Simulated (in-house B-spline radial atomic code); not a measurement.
## Ho7+: [Kr] 4d10 4f8 5s2 5p4 (with a hole in an inner shell)

Method: Dirac-Hartree-Fock, average of configuration, Fermi nucleus of rms radius 5.2022 fm. Calculated with an all-electron radial atomic-structure program (B-spline basis).

Effective charges: Z_r = [3n² - l(l+1)]/(2<r>) from the radius, Z_e = n√(-2ε) from the energy, and Slater's rules. Values are occupation-weighted means over j. An effective charge above Z reflects the relativistic contraction of the inner shells.

```json
{"shell": "1s", "electrons": "2", "ε (eV)": "-56070", "<r> (bohr)": "0.02074", "Z_r": "72.34", "Z_e": "64.20", "Slater": "66.70"}
{"shell": "2s", "electrons": "2", "ε (eV)": "-9601.9", "<r> (bohr)": "0.08747", "Z_r": "68.60", "Z_e": "53.13", "Slater": "62.85"}
{"shell": "2p", "electrons": "6", "ε (eV)": "-8549.8", "<r> (bohr)": "0.07774", "Z_r": "64.31", "Z_e": "50.14", "Slater": "62.85"}
{"shell": "3s", "electrons": "2", "ε (eV)": "-2293.2", "<r> (bohr)": "0.2287", "Z_r": "59.03", "Z_e": "38.95", "Slater": "55.75"}
{"shell": "3p", "electrons": "6", "ε (eV)": "-1961.8", "<r> (bohr)": "0.2277", "Z_r": "54.90", "Z_e": "36.02", "Slater": "55.75"}
{"shell": "3d", "electrons": "10", "ε (eV)": "-1522.9", "<r> (bohr)": "0.2077", "Z_r": "50.55", "Z_e": "31.74", "Slater": "45.85"}
{"shell": "4s", "electrons": "2", "ε (eV)": "-574.14", "<r> (bohr)": "0.5165", "Z_r": "46.47", "Z_e": "25.98", "Slater": "39.25"}
{"shell": "4p", "electrons": "6", "ε (eV)": "-460.86", "<r> (bohr)": "0.5457", "Z_r": "42.15", "Z_e": "23.28", "Slater": "39.25"}
{"shell": "4d", "electrons": "10", "ε (eV)": "-300.48", "<r> (bohr)": "0.588", "Z_r": "35.71", "Z_e": "18.80", "Slater": "27.85"}
{"shell": "5s", "electrons": "2", "ε (eV)": "-159.56", "<r> (bohr)": "1.182", "Z_r": "31.74", "Z_e": "17.12", "Slater": "15.15"}
{"shell": "4f", "electrons": "8", "ε (eV)": "-129.62", "<r> (bohr)": "0.6858", "Z_r": "26.25", "Z_e": "12.35", "Slater": "18.55"}
{"shell": "5p", "electrons": "4", "ε (eV)": "-127.69", "<r> (bohr)": "1.31", "Z_r": "27.86", "Z_e": "15.32", "Slater": "15.15"}
```

The least bound orbital is 5p3/2 at -125.2 eV, and it is also the most diffuse (<r> = 1.331 bohr).

Spin-orbit splittings of the orbital energies (j = l + 1/2 above j = l - 1/2 when positive): 2p 858.9 eV, 3p 182.7 eV, 3d 39.41 eV, 4p 41.9 eV, 4d 7.801 eV, 4f 1.186 eV, 5p 7.378 eV.

For the 1s electron the small component carries 6.27 % of the norm, the zero-frequency Breit interaction raises the level by 175.3 eV, self-energy by 106.2 eV, and vacuum polarisation lowers it by 18.1 eV.
